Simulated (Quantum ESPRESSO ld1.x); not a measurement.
ld1.x (Quantum ESPRESSO 7.5) input

```
 &input
    atom='B',
    iswitch=1,
    rel=1,
    dft='PW91',
    config='1s1',
    prefix='ld1',
    max_out_wfc=37,
    file_charge='ld1.rho',
 /
```

Command: `OMP_NUM_THREADS=1 ld1.x < ld1.in > ld1.out`

It prints:

```
     Program LD1 v.7.5 starts

     --------------------------- All-electron run ----------------------------

     scalar relativistic calculation

     atomic number is  5.00
     dft =PW91   lsd =0 sic =0 latt =0  beta=0.20 tr2=1.0E-14
     Exchange-correlation= PW91
                           (   1   4   2   2   0   0   0)
     mesh =1777 r(mesh) =  99.34137 a.u. xmin = -8.00 dx = 0.00800
     1 Ry =  13.60569312 eV, c = 137.03599908

     n l     nl                  e(Ry)          e(Ha)          e(eV)
     1 0     1S 1( 1.00)       -22.0829       -11.0414      -300.4530

     final scf error:  2.9E-16 reached in  14 iterations

     Etot =     -24.474900 Ry,     -12.237450 Ha,    -332.997973 eV

     Ekin =      24.455568 Ry,      12.227784 Ha,     332.734960 eV
     Encl =     -49.457500 Ry,     -24.728750 Ha,    -672.903563 eV
     Eh   =       3.077993 Ry,       1.538997 Ha,      41.878229 eV
     Exc  =      -2.550962 Ry,      -1.275481 Ha,     -34.707600 eV

     normalization and overlap integrals

     s(1S/1S) =  1.000000  <r> =   0.3053  <r2> =    0.1250  r(max) =   0.2016

     ------------------------ End of All-electron run ------------------------
```

Run on one thread of a shared host, so times are rough (Intel(R) Xeon(R) Processor @ 2.60GHz): 0.53 s of CPU time, 0.96 s wall, 14 iterations on 1777 mesh points.
